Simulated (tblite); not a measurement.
Here is a computed GFN2-xTB geometry (Å):
```
atom  x, y, z in Å
F1     2.6796    0.3597   -1.1738
C2     2.1708    0.0357    0.0332
F3     2.6711    0.9321    0.8983
F4     2.7128   -1.1489    0.3573
C5     0.6691    0.0079    0.0239
C6     0.0070   -1.1694   -0.2976
C7    -1.3761   -1.1852   -0.3227
C8    -2.0897   -0.0336   -0.0342
C9    -1.4238    1.1403    0.2771
C10   -0.0408    1.1674    0.3059
H11    0.5721   -2.0618   -0.5187
H12   -1.8950   -2.0990   -0.5678
H13   -3.1689   -0.0513   -0.0518
H14   -1.9799    2.0381    0.4986
H15    0.4874    2.0761    0.5505
```

Neutral, closed shell.

Problem. Which heavy atoms are bonded, and with what formal order?

Solution. F1–C2 1.35 Å (single); C2–F3 1.34 Å (single); C2–F4 1.34 Å (single); C2–C5 1.50 Å (single); C5–C6 1.39 Å (aromatic); C6–C7 1.38 Å (aromatic); C7–C8 1.39 Å (aromatic); C8–C9 1.39 Å (aromatic); C9–C10 1.38 Å (aromatic); C5–C10 1.39 Å (aromatic). Bonds to hydrogen (Å): C6–H11 1.08; C7–H12 1.08; C8–H13 1.08; C9–H14 1.08; C10–H15 1.08.

Problem. Write the SMILES.

Solution. `FC(F)(F)c1ccccc1`, C7H5F3. Among its features: benzene ring, CF3 group and C–F bond.

Problem. Name the point group.

Solution. Cs (tolerance 0.08 Å).

Problem. Which rings does it hold (smallest set)?

Solution. C5–C6–C7–C8–C9–C10 (6 members, 0.00 Å rms from planarity).

Problem. Classify the heavy atoms.

Solution. F1/F3/F4: fluorine of a CF3 group; C2: CF3 carbon; C5: substituted aromatic carbon; C6/C10: aromatic CH carbon; C7/C9: aromatic CH carbon; C8: aromatic CH carbon.

Problem. What is the arrangement about C2?

Solution. It has 4 neighbours (F1, F3, F4, C5) and is tetrahedral (angles from 106.0° to 112.9°).

Problem. What is the arrangement about C5?

Solution. It has 3 neighbours (C2, C6, C10) and is planar (angles 120.8°, 119.6° and 119.6°, sum 360.0°, 0.01 Å off the plane of its three neighbours).
